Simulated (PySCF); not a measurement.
## Sb: excitation energy

Sb [Kr] 4d10 5s2 5p3 (4S) → Sb [Kr] 4d10 5s2 5p2 5d1 (high-spin determinant), as a difference of total energies. Calculation: PySCF 2.14, in x2c-TZVPPall with one added diffuse shell each of s, p, d, f type (9s7p5d3f, 76 functions); scalar relativity by spin-free X2C-1e. Correlated levels: valence: [Kr] 4d10 frozen; valence and next inner shell: [Ar] 3d10 frozen. The calculations carry no spin-orbit coupling.

```json
{"method": "UHF", "excitation energy (eV)": "7.179"}
{"method": "LDA", "excitation energy (eV)": "6.935"}
{"method": "PBE", "excitation energy (eV)": "6.777"}
{"method": "PBE0", "excitation energy (eV)": "6.994"}
{"method": "r2SCAN", "excitation energy (eV)": "7.203"}
{"method": "wB97X-V", "excitation energy (eV)": "7.210"}
{"method": "TPSS", "excitation energy (eV)": "6.921"}
{"method": "CAM-B3LYP", "excitation energy (eV)": "7.127"}
{"method": "wB97X", "excitation energy (eV)": "7.213"}
{"method": "MP2 (valence)", "excitation energy (eV)": "7.272"}
{"method": "SCS-MP2 (valence)", "excitation energy (eV)": "7.235"}
{"method": "MP2 (valence and next inner shell)", "excitation energy (eV)": "7.379"}
{"method": "SCS-MP2 (valence and next inner shell)", "excitation energy (eV)": "7.298"}
```

**Question.** How much does correlation contribute at MP2 (valence and next inner shell)?

**Answer.** 7.379 − (7.179) = 0.200 eV, measured against UHF.

A first-order spin-orbit estimate (lowest level to lowest level, LS coupling) adds -0.262 eV.

The promoted electron is Rydberg-like, and one or two diffuse shells describe it only roughly, which tends to raise the upper state.

The determinant of the upper state mixes LS terms, which raises its energy above the lowest term, most at the Hartree-Fock and MP2 levels.
